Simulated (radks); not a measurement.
The numbers below are computed, except where a source is named.
Task: Orbital eigenvalues (eV) of neutral silicon, [Ne] 3s2 3p2, of relativity; Dirac values are averaged over j with weights 2j + 1. Spin-unpolarised spherical Kohn-Sham, BLYP, point nucleus unless stated (finite: rms radius 3.1224 fm), a radial shooting solver on a logarithmic mesh with Libxc functionals. A level marked "c x" has the speed of light scaled by that factor and shares open shells by 2j + 1; other Dirac levels either fill j = l - 1/2 first or share by 2j + 1.

| shell | non-rel. |
|---|---|
| 1s | -1782.4 |
| 2s | -138.64 |
| 2p | -95.591 |
| 3s | -10.638 |
| 3p | -3.9366 |

Give the values at the level "Dirac, 2j+1 shares, finite nucleus".

Result: 
shell  Dirac, 2j+1 shares, finite nucleus  change of magnitude (%)
1s                                -1787.1                    +0.26
2s                                -139.29                    +0.47
2p                                -95.547                    -0.05
3s                                -10.684                    +0.43
3p                                -3.9277                    -0.23
